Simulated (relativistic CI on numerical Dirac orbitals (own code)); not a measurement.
Method of calculation: Dirac-Coulomb-Breit CI, separate exchange-only KLI orbitals for each configuration, QED by a radiative potential, unscaled Slater integrals (own radial code, finite nucleus).

Configuration list: 1s2, 1s 2s, 1s 2p, 1s 3s, 1s 3p, 1s 3d, 1s 4s, 1s 4p, 1s 4d, 1s 4f, 1s 5s, 1s 5p, 1s 5d, 1s 5f, 1s 5g, 1s 6s, 1s 6p, 1s 6d, 2s2. Levels of other configurations are missing.

At this charge energies of transitions that change n are usually good to better than 1 %, and those within a shell (Δn = 0) to a few per cent.

Outline of the computed level scheme of Hg LXXIX. Lowest level of each configuration: 1s2 1S_0 at 0.0 eV; 1s 2s 3S_1 at 70014.9 eV; 1s 2p 3P°_1 at 70142.5 eV; 1s 3s 3S_1 at 83695.4 eV; 1s 3p 3P°_1 at 83729.0 eV; 1s 3d 3D_2 at 84409.6 eV; 1s 4s 3S_1 at 88370.0 eV; 1s 4p 3P°_1 at 88383.4 eV; 1s 4d 3D_2 at 88668.1 eV.

Some strong electric-dipole decays among the lowest 27 levels: 1s 2p 1P°_1 → 1s2 1S_0 (3.0e+16 s⁻¹); 1s 2p 3P°_1 → 1s2 1S_0 (1.7e+16 s⁻¹); 1s 3p 1P°_1 → 1s2 1S_0 (8.6e+15 s⁻¹); 1s 3p 3P°_1 → 1s2 1S_0 (4.0e+15 s⁻¹); 1s 4p 1P°_1 → 1s2 1S_0 (3.5e+15 s⁻¹); 1s 3d 3D_3 → 1s 2p 3P°_2 (2.5e+15 s⁻¹); 1s 3d 3D_2 → 1s 2p 3P°_1 (2.4e+15 s⁻¹); 1s 3d 1D_2 → 1s 2p 1P°_1 (2.2e+15 s⁻¹).

LS names give the leading component of a level, which can be under half, so a name can repeat, a term be missing and a line seem to break the LS rules.
